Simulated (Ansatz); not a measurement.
One change: `[SiH3][AlH][SnH3]` becomes `[SiH3][AlH][Cl]`.

Ansatz, PBE0-D4/def2-TZVP geometries, multiplicity 1. 

Elements past krypton have def2 core potentials.

| property | `[SiH3][AlH][SnH3]` |
| --- | --- |
| LUMO energy (ωB97M-V/def2-TZVPP) / eV | -0.86 |
| LUMO energy (PBE/def2-TZVPP) / eV | -3.23 |
| size of the dipole moment (B3LYP/def2-TZVPP) / D | 0.82 |
| HOMO energy (PBE/def2-TZVPP) / eV | -6.21 |
| HOMO energy (PBE0/def2-TZVPP) / eV | -7.16 |
| LUMO energy (B3LYP/def2-TZVPP) / eV | -2.67 |

Problem. What does the change do to each property? (An estimate is asked.)

Solution. Ansatz gave: 
| property | `[SiH3][AlH][Cl]` | shift |
| --- | --- | --- |
| LUMO energy (ωB97M-V/def2-TZVPP) / eV | -0.34 | 0.52 |
| LUMO energy (PBE/def2-TZVPP) / eV | -2.77 | 0.46 |
| size of the dipole moment (B3LYP/def2-TZVPP) / D | 1.26 | 0.44 |
| HOMO energy (PBE/def2-TZVPP) / eV | -6.69 | -0.48 |
| HOMO energy (PBE0/def2-TZVPP) / eV | -7.80 | -0.64 |
| LUMO energy (B3LYP/def2-TZVPP) / eV | -2.19 | 0.48 |

With PBE0 the HOMO falls by 0.64 eV and the LUMO rises by 0.48 eV, so the gap widens by about 1.12 eV. PBE moves the HOMO by -0.48 eV and ωB97M-V by -0.75 eV. Dipoles are sizes alone; their direction can turn.

B3LYP here is the variant with VWN-RPA as its local correlation; programs differ in this.
